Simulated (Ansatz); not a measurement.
Ansatz (a first-principles code) input (HF/cc-pV(Q+d)Z):
A basis named .json is the Basis Set Exchange file of that set.

Ansatz 0.2 input:
```yaml
crystal:
  periodic: [false, false, false]
  atoms:
    - {symbol: Si, position_ang: [-0.06489775, -0.23806408, 0.28107674]}
    - {symbol: F, position_ang: [-0.66796429, 1.18889473, 0.64409789]}
    - {symbol: F, position_ang: [-0.81303369, -0.75340487, -1.03545966]}
    - {symbol: O, position_ang: [1.52158135, 0.01648192, -0.01252690]}
    - {symbol: H, position_ang: [2.06489960, -0.71836687, -0.31260303]}
basis:
  gaussian:
    orbitals: cc-pV_Q+d_Z.json
hamiltonian:
  xc: hf
magnetization: {spin_polarized: true, initial_magnetization: 1}
```

Output:

```
Functional definition: HF
integrals: 0.16 GiB planned
1188 factors; their error is unknown
mean field: 1.34 GiB planned
mean field evaluation 1: about -15331.0573 eV, gradient 3.3e1 eV
mean field evaluation 2: about -15333.6977 eV, gradient 2.2e1 eV
mean field evaluation 4: about -15335.1397 eV, gradient 8.4e-1 eV
mean field evaluation 8: about -15335.1494 eV, gradient 8.2e-2 eV
mean field -15335.34691177 eV, -563.5636043362 hartree, gradient 1.5e-5 eV, S^2 0.752688; 0 other end points of the search recorded, 0 dependent functions left out
reference -15335.34691177 eV, -563.5636043362 hartree; 21, 20 occupied and 238, 239 virtual orbitals, 1188 factors
Total energy: -15335.34691177 eV, -563.5636043362 hartree
```

It need not be the lowest isomer of its formula.
